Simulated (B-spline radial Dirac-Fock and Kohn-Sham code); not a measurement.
## Binding energies of Bi⁴⁺ at several levels of theory

System: Bi⁴⁺ in the configuration [Xe] 4f14 5d10 6s1.

The density-functional columns are spherical, spin-unpolarised Dirac-Kohn-Sham results without Breit or QED terms: −ε is minus the orbital energy of the initial state and ΔSCF the difference of two total energies. The reference in the last column comes from multi-electron Dirac-Fock with separately optimised hole states, Breit and Lamb-shift corrections added in first order. All numbers are from a radial B-spline solver, in eV; a selection of levels is shown. The Kohn-Sham columns are given as differences from the reference. For the 1s level of heavy atoms much of the gap between ΔSCF and the reference is the Breit and QED part, -514.8 eV here; for other levels the error of the functional can be larger.

```
     level  LDA −ε − DF  LDA ΔSCF − DF  PBE −ε − DF  PBE ΔSCF − DF  Dirac-Fock
    K (1s)       -150.9         +505.2        -80.9         +577.6     90574.0
   L1 (2s)       -176.4          -52.0       -165.8          -41.7     16445.5
L2 (2p1/2)       -117.9          +43.2       -113.0          +48.0     15763.5
L3 (2p3/2)       -141.9           -9.4       -139.3           -7.0     13470.4
   M1 (3s)       -100.7          -62.4        -98.0          -59.8      4058.5
M2 (3p1/2)        -80.0          -38.8        -79.0          -37.8      3753.5
M3 (3p3/2)        -80.0          -43.3        -79.6          -43.1      3234.8
M4 (3d3/2)        -56.9          -13.0        -57.3          -13.3      2740.9
M5 (3d5/2)        -58.8          -16.5        -59.2          -16.9      2632.7
   N1 (4s)        -57.9          -39.4        -56.6          -38.1       997.3
N2 (4p1/2)        -49.0          -30.5        -48.4          -30.0       864.4
N3 (4p3/2)        -48.3          -31.0        -47.7          -30.4       735.7
N4 (4d3/2)        -35.1          -17.9        -35.1          -18.0       519.6
N5 (4d5/2)        -35.0          -18.1        -35.0          -18.1       495.5
N6 (4f5/2)        -15.7           +1.0        -16.3           +0.4       212.7
N7 (4f7/2)        -15.9           +0.6        -16.5           +0.1       207.4
O2 (5p1/2)        -15.7           -5.5        -16.2           -5.9       171.0
O3 (5p3/2)        -16.1           -6.4        -16.3           -6.6       146.4
O4 (5d3/2)         -7.0           +1.5         -7.2           +1.3       76.50
O5 (5d5/2)         -7.0           +1.3         -7.3           +1.0       73.45
   P1 (6s)         -2.8           +2.8         -3.3           +2.3       54.18
```

For the outermost level NIST gives 54.856 ± 0.025 eV (measured); the differences from it are LDA −ε -3.46, LDA ΔSCF +2.16, PBE −ε -3.99, PBE ΔSCF +1.64, Dirac-Fock -0.67 eV.

Values without a named source are computed, but for edge energies of neutral atoms, which are taken from tables.
